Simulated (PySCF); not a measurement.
Compound: C5H9NO.
Z-matrix (Å and degrees, GFN2-xTB geometry), rows numbered from 1:
```
C 
N   1  1.4420
C   2  1.3567  1  122.45
O   3  1.2148  2  122.58  1     0.27
C   3  1.4927  2  114.25  1  -179.70
C   5  1.5078  3  117.27  2  -146.28
C   6  1.4873  5   60.45  3  -106.86
H   1  1.0921  2  110.85  3   118.42
H   1  1.0919  2  110.87  3  -120.17
H   1  1.0888  2  107.15  3    -0.85
H   2  1.0067  1  117.62  3  -179.71
H   5  1.0828  3  115.87  2     0.16
H   6  1.0793  5  117.89  7  -109.61
H   6  1.0789  5  116.37  7   108.26
H   7  1.0791  5  116.27  6  -108.32
H   7  1.0793  5  117.95  6   109.55
```

Computed, not measured: PBE0/def2-SVPD in PySCF (dipole) on a GFN2-xTB geometry, gas phase.

Masses are those of the commonest isotopes; rigid-rotor values at the optimised geometry. The values belong to one conformer with, in the numbering `[CH3:1][NH:2][C:3](=[O:4])[CH:5]1[CH2:6][CH2:7]1`, C1–N2–C3–O4 0°, N2–C3–C5–C6 -146°.

Question: What are A, B and C (cm⁻¹)?

Answer: Ia = 70.77, Ib = 319.70, Ic = 347.99 u·Å²; 505379 MHz·u·Å²/I gives 7141, 1581 and 1452 MHz, that is A = 0.23820, B = 0.05273, C = 0.04844 cm⁻¹.

Question: What kind of rotor is it?

Answer: A near-prolate asymmetric top: κ = (2 × 1581 − 7141 − 1452)/(7141 − 1452) = -0.95.

Question: What does the inertial defect say?

Answer: Not planar: Δ = Ic − Ia − Ib = -42.48 u·Å². For a rigid frame Δ = −2 Σ m c², so Σ m c² = 21.24 u·Å² lies off the ab plane: 7.97 from hydrogen and 13.27 from heavier atoms. The atom farthest from that plane is 1.28 Å away.

Question: Give the coordinates in the principal-axis frame, origin at the centre of mass.

Answer: The sense of each axis is arbitrary; atoms in the order of the calculation.
| atom | mass (u) | a (Å) | b (Å) | c (Å) |
| --- | --- | --- | --- | --- |
| C1 | 12.000 | 2.756 | 0.120 | -0.002 |
| N2 | 14.003 | 1.423 | 0.670 | 0.002 |
| C3 | 12.000 | 0.313 | -0.111 | 0.002 |
| O4 | 15.995 | 0.367 | -1.325 | 0.002 |
| C5 | 12.000 | -0.971 | 0.649 | -0.001 |
| C6 | 12.000 | -2.135 | 0.043 | 0.743 |
| C7 | 12.000 | -2.132 | 0.038 | -0.745 |
| H8 | 1.008 | 3.299 | 0.423 | -0.900 |
| H9 | 1.008 | 3.313 | 0.443 | 0.880 |
| H10 | 1.008 | 2.656 | -0.965 | 0.010 |
| H11 | 1.008 | 1.331 | 1.672 | 0.001 |
| H12 | 1.008 | -0.882 | 1.728 | -0.005 |
| H13 | 1.008 | -2.802 | 0.710 | 1.267 |
| H14 | 1.008 | -1.946 | -0.893 | 1.246 |
| H15 | 1.008 | -1.939 | -0.901 | -1.241 |
| H16 | 1.008 | -2.798 | 0.701 | -1.275 |

Question: Predict some low-J microwave lines.

Answer: The dipole components are |μa| = 0.50 D, |μb| = 3.61 D, |μc| = 0.00 D; the mirror of this Cs structure is the ab plane, so μc vanishes by symmetry (the 0.01 D computed is a residue) and there are no c-type lines. Intensities carry the squares of the components, which stand as 0.02 : 1.00 (a : b). Some lines, for components of 0.1 D or more:

```csv
type,branch,"J(Ka,Kc)",MHz,lower level (cm⁻¹)
a,Q,"2(1,1) ← 2(1,2)",386,0.485
b,R,"2(0,2) ← 1(1,1)",504,0.287
a,R,"1(0,1) ← 0(0,0)",3033,0.000
b,Q,"1(1,0) ← 1(0,1)",5689,0.101
b,Q,"2(1,1) ← 2(0,2)",5819,0.303
a,R,"2(1,2) ← 1(1,1)",5938,0.287
b,Q,"3(1,2) ← 3(0,3)",6020,0.607
a,R,"2(0,2) ← 1(0,1)",6064,0.101
b,R,"1(1,1) ← 0(0,0)",8593,0.000
a,R,"3(1,3) ← 2(1,2)",8905,0.485
a,R,"3(0,3) ← 2(0,2)",9090,0.303
a,R,"3(1,2) ← 2(1,1)",9291,0.498
b,R,"2(1,2) ← 1(0,1)",11498,0.101
b,R,"3(1,3) ← 2(0,2)",14339,0.303
b,Q,"3(2,1) ← 3(1,2)",16500,0.807
b,Q,"2(2,0) ← 2(1,1)",16683,0.498
b,R,"2(2,0) ← 1(1,1)",23006,0.287
b,R,"3(2,2) ← 2(1,1)",25780,0.498
b,Q,"3(3,0) ← 3(2,1)",28112,1.358
b,R,"3(3,1) ← 2(2,0)",37220,1.054
```

GFN2-xTB frequencies: not computed here. Zero-point vibration and centrifugal distortion are left out. A rigid rotor knows nothing of internal rotation, which can split or shift real lines. Quadrupole hyperfine structure (14N) is left out.

Time: 25 s; peak memory 0.87 GiB. Hardware: Arm Neoverse V2, one thread, shared host. This is the PBE0/def2-SVPD job that gave the dipole, with the excitations it also computed.
